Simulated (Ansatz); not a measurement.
Potential energy curve for ClMg (cation, charge +1), lowest singlet found (which spin is the ground state isn't settled by this scan).

Methods: RKS-CAM-B3LYP = restricted CAM-B3LYP/cc-pVDZ (Ansatz, a program for electronic structure); RKS-PBE = restricted PBE/cc-pVDZ (Ansatz); UKS-CAM-B3LYP = unrestricted CAM-B3LYP/cc-pVDZ (Ansatz); UKS-PBE = Ansatz with unrestricted PBE/cc-pVDZ; FCI = full CI/cc-pVDZ, frozen core in Ansatz.

Cost and accuracy over the 14 points of the scan, with FCI as yardstick. Costs are rough ratios of core time within Ansatz on shared cores, each with its mean field (Kohn-Sham runs search longer for lower solutions than correlated ones do); the miss is the largest error against full CI of the curve after the mean shift, in kcal/mol.

Task: Which is the cheapest of these levels that stays within 4.0 kcal/mol of FCI?

Result: RKS-PBE.

```csv
level,relative cost,largest error
RKS-CAM-B3LYP,1,9.9
RKS-PBE,1,1.8
UKS-CAM-B3LYP,3,6.1
UKS-PBE,4,1.4
```

Costs within a factor of two of each other count as equal.

The scan ran from 1.76 to 8.28 Å; beyond the distances shown full CI changes its symmetry label. The restricted form behind RKS-CAM-B3LYP, RKS-PBE keeps the bonding electrons paired and can't separate into open-shell fragments. The unrestricted determinant behind UKS-CAM-B3LYP is spin-contaminated at 2.91 to 3.29 Å (<S²> up to 0.8, against 0.00 for a pure singlet). The unrestricted determinant behind UKS-PBE is spin-contaminated at 2.91 to 3.29 Å (<S²> up to 0.5, against 0.00 for a pure singlet).
